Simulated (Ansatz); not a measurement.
Bi(Cl)2(Me) (CH3BiCl2), SMILES [Bi]([Cl])([Cl])[CH3].

Geometry optimised at B3LYP-D3(BJ)/def2-SVP. The structure was generated by enumeration; whether it is a known compound was not checked. The def2 effective core potentials stand for the cores of Bi; spin–orbit coupling is left out.

Two levels are set side by side: PBE/def2-SVPD (Ansatz, an electronic-structure program) and CAM-B3LYP/def2-SVPD (Ansatz). Energy differences of separate SCF runs at the same geometry; the states with an electron removed or added have multiplicity 2 and 2. Differences are taken from unrounded values.

```json
[
 {"quantity": "vertical ionisation energy (eV)", "CAM-B3LYP": "9.92", "PBE": "9.40", "PBE minus CAM-B3LYP": "-0.52"},
 {"quantity": "vertical electron affinity (eV)", "CAM-B3LYP": "0.79", "PBE": "0.70", "PBE minus CAM-B3LYP": "-0.10"},
 {"quantity": "vertical singlet–triplet gap (eV)", "CAM-B3LYP": "3.93", "PBE": "3.61", "PBE minus CAM-B3LYP": "-0.32"}
]
```
